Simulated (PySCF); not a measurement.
# Shapes and spin states of [B4]+

These are results of PBE0 in PySCF with B def2-TZVP; no relativity; density-fitted integrals, not measurements.

Relaxations began from a few typed shapes and spin states; open shells are unrestricted. The search is not exhaustive: other isomers or separated fragments can lie lower, and high-lying points may rest on an excited occupation.

Problem. Which is the lowest minimum found?
A. quartet C3v: B–B 1.583 Å (×3), B–B 1.954 Å (×3); B–B–B 51.9° (×6), B–B–B 60.0° (×3), B–B–B 76.2° (×3)
B. doublet (⟨S²⟩ 1.37) D2h: B–B 1.589 Å (×4), B–B 1.622 Å; B–B–B 59.3° (×4), B–B–B 61.4° (×2), B–B–B 118.6° (×2)
C. quartet D4h: B–B 1.664 Å (×4); B–B–B 90.0° (×4)
D. quartet D2h: B–B 1.584 Å, B–B 1.618 Å (×4); B–B–B 58.6° (×2), B–B–B 60.7° (×4), B–B–B 121.4° (×2)
E. doublet (⟨S²⟩ 1.34) Cs: B–B 1.544 Å, B–B 1.621 Å (×2), B–B 1.700 Å (×2), B–B 1.933 Å; B–B–B 53.4° (×2), B–B–B 55.3° (×4), B–B–B 59.7° (×2), B–B–B 64.9° (×2), B–B–B 69.3°
F. doublet D4h: B–B 1.542 Å (×4), B–B 2.181 Å (×2); B–B–B 45.0° (×8), B–B–B 90.0° (×4)
G. doublet D2h: B–B 1.545 Å (×4), B–B 2.005 Å; B–B–B 49.5° (×4), B–B–B 80.9° (×2), B–B–B 99.1° (×2)

Solution. G. The others lie at 0.9 (doublet D4h, a saddle point), 59.6 (doublet D2h), 99.1 (quartet D2h), 128.4 (doublet Cs), 145.5 (quartet D4h), 179.3 (quartet C3v) kJ/mol above it.

The electron or spin density has lower symmetry than the nuclear frame for the doublet (⟨S²⟩ 1.37) D2h at 59.6 kJ/mol.
